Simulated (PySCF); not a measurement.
Species: C6H8NO (doublet state).
Z-matrix (Å and degrees, GFN2-xTB geometry), rows numbered from 1:
```
O 
C   1  1.2025
C   2  1.4978  1  125.00
C   3  1.5661  2  105.04  1    95.63
C   4  1.4660  3  106.77  2   163.83
N   5  1.2179  4  130.94  3   -13.60
C   6  1.4467  5  124.52  4     0.16
C   3  1.5314  2  113.14  1  -144.02
H   2  1.1084  1  121.24  3   175.99
H   3  1.0940  2  109.63  1   -20.39
H   4  1.0934  3  110.96  2    45.63
H   4  1.0898  3  110.23  2   -74.24
H   7  1.0939  6  107.23  5   105.74
H   7  1.0921  6  108.33  5  -137.49
H   8  1.0930  3  109.03  2   -56.61
H   8  1.0910  3  109.87  2    62.05
```

The hyperfine couplings belong to this conformer and change with its torsions.

As a line formula: `O=C[C@H]1C[C]=NCC1` [radical].

The calculation used UKS B3LYP, pcH-1 on C H N O, non-relativistic, mean-field spin-orbit, GIAO (PySCF). One conformer (not necessarily the lowest) at the GFN2-xTB geometry, without solvent, vibrations or thermal averaging. The geometry wasn't refined by DFT: couplings that depend on bond lengths, twists or pyramidal angles can differ widely from those at the functional's own minimum. The SCF solution wasn't tested for stability.

Question: Where do the isotropic ENDOR lines of N6, H16, H13, H14, H12, H11 and H10 fall at 338.5 mT, to first order?

Answer: ν± = |νn ± a/2|, one line for each electron-spin manifold; νn = |g_N| × 7.62259 MHz/T × B.

| nuclei | isotope | g_N | νn (MHz) | a_iso (MHz) | lower line (MHz) | upper line (MHz) |
| --- | --- | --- | --- | --- | --- | --- |
| N6 | 14N | 0.4038 | 1.04 | 111.58 | 54.75 | 56.83 |
| H16 | 1H | 5.5857 | 14.41 | 19.25 | 4.79 | 24.04 |
| H13 | 1H | 5.5857 | 14.41 | -10.98 | 8.92 | 19.90 |
| H14 | 1H | 5.5857 | 14.41 | -9.57 | 9.63 | 19.20 |
| H12 | 1H | 5.5857 | 14.41 | 6.90 | 10.96 | 17.86 |
| H11 | 1H | 5.5857 | 14.41 | -4.37 | 12.23 | 16.60 |
| H10 | 1H | 5.5857 | 14.41 | -2.71 | 13.06 | 15.77 |

Question: Which pairs are centred on the nuclear Larmor frequency, and which on half the coupling?

Answer: Centred on νn, since |a| < 2νn: H16, H13, H14, H12, H11 and H10. Centred on |a|/2 and split by 2νn: N6.
